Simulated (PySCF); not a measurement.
SMILES B/C=C\[SeH] (C2H5BSe) (PBE/def2-SVP optimised geometry):

```
9

B      1.164     0.472     0.000
C      0.227    -0.735     0.000
C     -1.148    -0.735     0.000
Se    -2.372     0.692     0.000
H      0.734     1.617     0.001
H      2.372     0.321     0.000
H      0.660    -1.753     0.000
H     -1.708    -1.689     0.000
H     -1.328     1.753     0.000
```

Computed with PySCF with PBE/def2-TZVP.

Question: What are the frontier orbital energies and the dipole moment?

Answer: HOMO-2 -7.96 eV, HOMO-1 -7.54 eV, HOMO -5.92 eV, LUMO -3.14 eV, LUMO+1 -1.05 eV; dipole moment 1.45 D.

On the same geometry PBE0/def2-TZVP (PySCF) gives HOMO-2 -9.40 eV, HOMO-1 -8.96 eV, HOMO -6.86 eV, LUMO -2.28 eV, LUMO+1 -0.10 eV; dipole moment 1.20 D.

Meta-Löwdin charges at PBE/def2-TZVP: B1 -0.09, C2 -0.23, C3 -0.16, Se4 0.11, H5 0.00, H6 0.02, H7 0.13, H8 0.13, H9 0.09.
